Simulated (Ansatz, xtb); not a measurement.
## Relaxing a trial structure of BClF2HSi−

The starting geometry of this gas-phase singlet has its atoms placed at random.

```yaml
atoms:
  - { symbol: B, position_ang: [-0.3220, -0.0188, -0.1767] }
  - { symbol: Cl, position_ang: [1.2963, 0.2715, -0.0943] }
  - { symbol: F, position_ang: [-1.0128, 1.3334, 1.1524] }
  - { symbol: F, position_ang: [0.7650, 1.1610, 1.2026] }
  - { symbol: Si, position_ang: [0.9764, -1.6618, 0.2968] }
  - { symbol: H, position_ang: [-0.4467, 1.4282, -0.1221] }
```

Question: Guess where an optimisation with r2SCAN-D4/def2-SVPD ends from this start.

Answer: It ends as a structure given below by its coordinates. Distances that change by over a tenth: Cl2–Si5 (2.00 → 2.36 Å). Contacts that open: B1–Cl2 (1.65 → 2.45 Å), Cl2–F4 (1.66 → 3.09 Å). Contacts that close: B1–F3 (2.02 → 1.37 Å), B1–H6 (1.45 → 1.22 Å), F4–Si5 (2.97 → 1.72 Å).

The energy falls by 13.96 eV over 39 steps:

```
step  E − E(last) (eV)
   1            13.965
   5             6.670
   9             3.467
  14             0.662
  18             0.243
  22             0.178
  26             0.174
  31             0.066
  35             0.001
  39             0.000
```

Final geometry (Å):

```xyz
6

B    -0.5728    0.5722    0.3143
Cl    1.2237   -0.5579   -0.9008
F    -1.7190   -0.1434    0.0800
F     1.9357    1.1848    1.5556
Si    0.9586   -0.2193    1.4224
H    -0.5700    1.6771   -0.2127
```

From the same start GFN2-xTB reaches the same bonding as this run.

From so rough a start the end depends on the optimiser's path, so another program may land elsewhere. No frequencies were run, so the end isn't proven a minimum. Run with Ansatz 0.2.0, 56 s on 2 threads of Intel(R) Xeon(R) 6975P-C (Granite Rapids), on a shared host.
